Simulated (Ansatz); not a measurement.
Harmonic frequencies (cm⁻¹) at PBE0-D4/def2-TZVP from Ansatz: 99, 153, 162, 184, 237, 266, 541, 556, 626, 695, 721, 1060, 1195, 1408, 1413, 3030, 3126, 3126.

Q: Which molecule is it?
A. `[O]=[Nb]([OH])([OH])[F]`
B. `[CH3][Nb](=[O])([F])[F]`
C. `[CH3][Nb](=[O])([F])[Cl]`
D. `[NH2][Nb](=[O])([OH])[Cl]`

A: B.
